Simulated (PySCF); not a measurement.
# How methods differ on the ionisation energy of Ge³⁺

Ge³⁺ [Ar] 3d10 4s1 [4s1/2^1, M_J = 1/2] → Ge⁴⁺ [Ar] 3d10, as a difference of total energies. Computed with PySCF 2.14 in x2c-TZVPall-2c, with the two-component X2C-1e Hamiltonian. Correlated levels: [Ne] frozen. "Screened" scales the spin-orbit matrix elements by Boettger's factors to mimic the two-electron term; Breit and QED terms are absent.

```csv
method,ionisation energy (eV),error (eV)
GHF (screened spin-orbit),44.618,-1.097
GMP2 (screened spin-orbit),45.088,-0.627
```

Reference: 45.715 eV (measured; NIST Atomic Spectra Database, ionization energies).

Errors of the correlated levels include the incompleteness of this basis and the frozen core.
